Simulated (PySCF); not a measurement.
C4H7N3S.
Structure used (GFN2-xTB), in Å, numbered top down from 1:
```xyz
15
C4H7N3S angstrom
C     -2.719    0.535   -0.456
S     -2.250   -1.152    0.023
C     -0.541   -0.917    0.229
C      0.432   -1.864    0.595
N      1.600   -1.248    0.619
N      1.343   -0.007    0.285
C      2.354    1.002    0.215
N      0.073    0.248    0.042
H     -3.792    0.526   -0.613
H     -2.198    0.802   -1.369
H     -2.452    1.218    0.344
H      0.321   -2.902    0.822
H      3.293    0.532   -0.069
H      2.474    1.494    1.183
H      2.056    1.742   -0.526
```

The calculation used TDDFT PBE0/def2-SVPD, vertical, gas phase, core orbitals frozen in the response in PySCF 2.14.0, density-fitted response routines. GFN2-xTB frequencies show an imaginary mode (32i cm⁻¹), so this geometry is no minimum at that level.

Ground-to-excited transition dipoles (e·a0, same axes as the geometry; the sign carries no meaning), for the states with f of 0.002 or more among the lowest 7:

```tsv
state	E (eV)	μx	μy	μz
S1	5.213	0.761	0.518	0.016
S2	5.222	-0.176	-0.123	-0.008
S3	5.973	-0.023	0.049	0.180
S4	6.239	-0.066	0.070	0.314
S5	6.291	-1.032	-0.059	-0.158
S7	6.717	0.031	-0.043	-0.127
```

Q: What oscillator strength does each state have?

A: f = (2/3) ΔE |μ|² with ΔE in hartree (27.2114 eV).

| state | \|μ\|² (au) | \|μ\| (D) | f |
| --- | --- | --- | --- |
| S1 | 0.848 | 2.34 | 0.108 |
| S2 | 0.046 | 0.55 | 0.006 |
| S3 | 0.035 | 0.48 | 0.005 |
| S4 | 0.108 | 0.83 | 0.016 |
| S5 | 1.093 | 2.66 | 0.168 |
| S7 | 0.019 | 0.35 | 0.003 |

Q: Which bond between heavy atoms lies closest to the direction of the S5 transition dipole?

A: S2–C3, at 5° from it; next N6–N8 at 15°.

Q: What angle do the transition dipoles of S1 and S5 make?

A: |cos θ| = |μa·μb| / (|μa| |μb|) = 0.85, so θ ≈ 32° (taken between 0 and 90°, since the signs are arbitrary).

Q: What peak molar absorption coefficient would the strongest computed level give as a lone Gaussian band 0.3 eV wide at half height?

A: ε(max) = 2.175×10⁸ f / FWHM, with the width in cm⁻¹. S5: 2.175×10⁸ × 0.1684 / 2420 ≈ 15000 L mol⁻¹ cm⁻¹.

The run took about 1.9 min of CPU time (with the writing of density and orbital grids) (one thread, shared machine).

One conformer stands for the species.
